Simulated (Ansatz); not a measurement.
Correlation energies of C2H8GeO, SMILES `C[O][GeH2][CH3]` by basis set

```csv
atom,x (Å),y (Å),z (Å)
C1,1.692,1.128,0.728
O2,0.678,0.773,-0.175
Ge3,-0.405,-0.577,0.258
C4,-1.639,-0.724,-1.227
H5,2.251,1.966,0.304
H6,2.399,0.305,0.906
H7,1.290,1.447,1.700
H8,0.460,-1.843,0.456
H9,-1.100,-0.226,1.593
H10,-1.088,-0.928,-2.145
H11,-2.352,-1.532,-1.055
H12,-2.187,0.211,-1.344
```

The species carries charge 0 and has multiplicity 1. Correlated methods include outer-core shells of Ge, which these sets cover unevenly. Scalar relativity is left out up to krypton. Geometry: relaxed with PBE0-D4/def2-TZVP. It is one conformer, not always the lowest. Frozen core, restricted reference, the Gaussian-basis code of Ansatz.

```tsv
basis	HF (Eh)	MP2 corr.	CCSD corr.	(T)	CCSD(T) total
def2-SVP	-2230.25058	-0.71057	?	-0.01983	?
def2-TZVPP	-2230.69953	-0.85785	?	-0.03230	?
def2-QZVPP	?	?	–	–	–
```

(1) Fill in the withheld values. (An estimate is asked.)

Answers

(1) Computed: def2-SVP CCSD corr.: -0.75208; def2-SVP CCSD(T) total: -2231.02249; def2-TZVPP CCSD corr.: -0.89386; def2-TZVPP CCSD(T) total: -2231.62569; def2-QZVPP HF (Eh): -2230.74939; def2-QZVPP MP2 corr.: -1.16303.
